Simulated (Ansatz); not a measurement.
Geometry optimisation, RHF/def2-SVP in Ansatz.

Input file:

```yaml
crystal:
  periodic: [false, false, false]
  atoms:
    - { symbol: Ge, position_ang: [0.0, 0.0, 0.0] }
    - { symbol: Ge, position_ang: [0.0, 0.0, 2.4] }
    - { symbol: H, position_ang: [-1.3958, -0.4318, 2.9174] }
    - { symbol: H, position_ang: [1.0719, -0.9929, 2.9174] }
    - { symbol: H, position_ang: [0.324, 1.4247, 2.9174] }
    - { symbol: O, position_ang: [1.6691, 0.0, -0.5894] }
    - { symbol: H, position_ang: [1.9855, -0.9521, -0.7061] }
    - { symbol: C, position_ang: [-0.9232, 1.5994, -0.6527] }
    - { symbol: H, position_ang: [-1.9758, 1.3458, -0.8971] }
    - { symbol: H, position_ang: [-0.9048, 2.384, 0.1322] }
    - { symbol: H, position_ang: [-0.4128, 1.976, -1.5636] }
    - { symbol: C, position_ang: [-0.9232, -1.5994, -0.6527] }
    - { symbol: H, position_ang: [-1.4228, -2.1111, 0.1962] }
    - { symbol: H, position_ang: [-1.6833, -1.3066, -1.4068] }
    - { symbol: H, position_ang: [-0.1873, -2.288, -1.1178] }
basis:
  gaussian: { orbitals: def2-SVP }
hamiltonian:
  xc: hf
relax:
  f_tol: 0.02
  max_steps: 40
```

Command:

```bash
$ ansatz run input.yaml --threads 4 --pin off --max-ram 5120MiB --backend cpu --events-out ev --progress --plain --runs-dir out
```

Task: Where does it end, and by what steps?

Result: It converged. The force dipped under the threshold on the way, but the program's further checks kept it going. After 12 steps the energy has fallen by 0.365 eV; H14 moved furthest, 0.92 Å.

```tsv
step	energy less start (eV)	largest force component (eV/Å)	accepted
0	0.0000	3.142	yes
1	-0.2172	1.342	yes
2	-0.2700	0.925	yes
3	-0.3137	0.615	yes
4	-0.3418	0.061	yes
5	-0.3249	0.792	no
6	-0.3509	0.034	yes
7	-0.3561	0.180	yes
8	-0.3590	0.246	yes
9	-0.3642	0.019	yes
10	-0.3649	0.031	yes
11	-0.3652	0.063	yes
12	-0.3654	0.015	yes
```

```xyz
15
Properties=species:S:1:pos:R:3
Ge -0.099 -0.003 -0.018
Ge 0.060 -0.087 2.442
H -1.307 -0.395 3.079
H 1.040 -1.190 2.879
H 0.562 1.248 3.014
O 1.548 0.154 -0.678
H 2.181 -0.506 -0.440
C -1.016 1.597 -0.658
H -2.056 1.615 -0.326
H -0.518 2.495 -0.291
H -1.000 1.617 -1.749
C -0.921 -1.635 -0.732
H -1.952 -1.731 -0.386
H -0.925 -1.604 -1.824
H -0.374 -2.526 -0.417
```

Whether the end is a true minimum wasn't checked by a vibrational analysis.

Run time: 28 s on 4 threads of Arm Neoverse V2, on a shared host, peak memory 0.52 GiB.
